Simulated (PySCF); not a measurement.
C6H8OP2.
Numbering: `[CH3:1][O:2][c:3]1[p:4][cH:5][cH:6][c:7]([CH3:8])[p:9]1` (hydrogens: H10, H11, H12 on C1; H13 on C5; H14 on C6; H15, H16, H17 on C8)

Structure used (PBE0-D3(BJ)/def2-SVP), in Å, numbered top down from 1:
```xyz
17
C6H8OP2 angstrom
C      3.3478    0.2140   -0.9366
O      2.2478    0.9377   -0.4465
C      1.1257    0.2803   -0.0994
P      1.0574   -1.4714   -0.2397
C     -0.5546   -1.8217    0.3099
C     -1.5534   -0.9710    0.7493
C     -1.4708    0.4241    0.8545
C     -2.6816    1.1665    1.3576
P     -0.1025    1.4193    0.4596
H      3.7224   -0.5033   -0.1849
H      3.0828   -0.3476   -1.8501
H      4.1284    0.9492   -1.1681
H     -0.7906   -2.8920    0.2950
H     -2.5039   -1.4316    1.0476
H     -2.9867    0.7941    2.3488
H     -2.4958    2.2469    1.4436
H     -3.5370    1.0249    0.6767
```

Computed with TDDFT wB97X-D/def2-SVPD, vertical, gas phase, core orbitals frozen in the response (PySCF 2.14.0, density-fitted response routines).

Transition dipole moments from the ground state, in atomic units and in the frame of the coordinates above (overall signs are arbitrary), for the states with f of 0.002 or more among the lowest 10:

| state | E (hartree) | μx | μy | μz |
| --- | --- | --- | --- | --- |
| S1 | 0.1432 | 0.236 | -0.421 | -0.128 |
| S2 | 0.1600 | -0.123 | 0.034 | -0.340 |
| S3 | 0.1660 | -0.059 | -0.193 | -0.002 |
| S5 | 0.1847 | -1.512 | -0.533 | 0.497 |
| S6 | 0.1913 | -0.714 | 1.327 | 0.383 |
| S8 | 0.2180 | -0.063 | 0.025 | -0.213 |
| S10 | 0.2463 | -0.042 | 0.005 | -0.116 |

(1) Work out the oscillator strengths.

(2) What angle do the transition dipoles of S1 and S6 make?

(3) How is the summed strength of these states shared among x, y and z?

(4) What peak molar absorption coefficient would the strongest computed level give as a lone Gaussian band 0.5 eV wide at half height?

## Answers

(1) f = (2/3) ΔE |μ|² with ΔE in hartree (27.2114 eV).

```tsv
state	|μ|² (au)	|μ| (D)	f
S1	0.249	1.27	0.024
S2	0.131	0.92	0.014
S3	0.041	0.51	0.005
S5	2.817	4.27	0.347
S6	2.416	3.95	0.308
S8	0.050	0.57	0.007
S10	0.015	0.31	0.003
```

(2) |cos θ| = |μa·μb| / (|μa| |μb|) = 1.00, so θ ≈ 1° (taken between 0 and 90°, since the signs are arbitrary).

(3) (2/3) Σ ΔE μα² gives 0.355 for x, 0.281 for y and 0.072 for z, 0.707 in all.

(4) ε(max) = 2.175×10⁸ f / FWHM, with the width in cm⁻¹. S5: 2.175×10⁸ × 0.3468 / 4033 ≈ 19000 L mol⁻¹ cm⁻¹.

The vertical ionisation energy (ΔSCF) is 8.30 eV, 1.60 eV above S10.

One conformer stands for the species.
